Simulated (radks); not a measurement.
Task: Calculated with a radial shooting solver on a logarithmic mesh with Libxc functionals: scalar-relativistic Kohn-Sham, LB94 model potential, spin-unpolarised, spherical densities, finite nucleus; Fermi nuclear charge, rms radius of each element as measured or else 0.836 A^(1/3) + 0.57 fm. Response by self-consistent Sternheimer equations with the Hartree and adiabatic LDA kernel, the relativistic mass of each level held fixed and spin-orbit coupling left out. Rank Sc3+, Ar, V5+, Ti4+, Mn7+, Ca2+, Fe8+, K+, Cr6+ (NIST ground configurations) by static dipole polarisability, largest first.

Result: Ar 11.45, K+ 5.741, Ca2+ 3.392, Sc3+ 2.204, Ti4+ 1.525, V5+ 1.105, Cr6+ 0.8285, Mn7+ 0.6384, Fe8+ 0.5029 bohr^3.
